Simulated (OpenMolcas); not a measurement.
# Ag7+: the spin-orbit constant, worked from levels

```json
{"Program": "OpenMolcas 26.06", "Basis": "ANO-R1 [6s4p3d1f]", "Scalar Hamiltonian": "X2C, finite nucleus", "Active space": "4 electrons in 5 orbitals (4d)", "State averaging": "2S+1 = 5 even, 5 roots; 2S+1 = 3 even, 45 roots; 2S+1 = 1 even, 50 roots", "Spin-orbit coupling": "RASSI with atomic mean-field integrals over the reference wave functions, term energies averaged over their components"}
```

Methods: CASSCF; MS-CASPT2, IPEA 0.25 Eh, imaginary shift 0.1 Eh (closed shells correlated: 4s 4p). Measured levels: Atoms 5, 11 (2017), spectra Ag VII to Ag IX.

**The spin-orbit constant.** For the Hund term 5D of d4, E(J) = (A/2) J(J+1) + constant and ζ = 2S·A = 4A. From J = 0 to J = 4 the energy changes by 10 A.

| Source | E(4) - E(0) | A | ζ |
| --- | --- | --- | --- |
| CASSCF | 7472.8 | 747.3 | 2989 |
| MS-CASPT2 | 7586.5 | 758.6 | 3035 |
| measured | 7443.0 | 744.3 | 2977 |

All in cm-1. MS-CASPT2 is off by +1.9 % and CASSCF by +0.4 %. Both methods take the spin-orbit matrix elements from the reference wave functions, so the second can move ζ only through the term energies and any multistate remixing. Second-order mixing with other terms is absorbed into this ζ.

CASPT2 does not keep the components of a term degenerate, so their means are used; among the terms shown or strongly mixed into the levels shown the widest spread is 14 cm-1 (4d4 5D, MS-CASPT2). The basis is small and was not contracted for so high a charge. Without dynamic correlation excited terms often stand tens of per cent too high (terms of higher spin than the ground term too low), and those without a measured partner can miss by more than the paired ones (holds for CASSCF). Computed and measured levels are paired by configuration, term and J; levels that our copy of the source lacks, or whose pairing is in doubt (as where it misses far off the trend of its configuration), stay unpaired and out of the deviations. Only configurations of the active space appear.
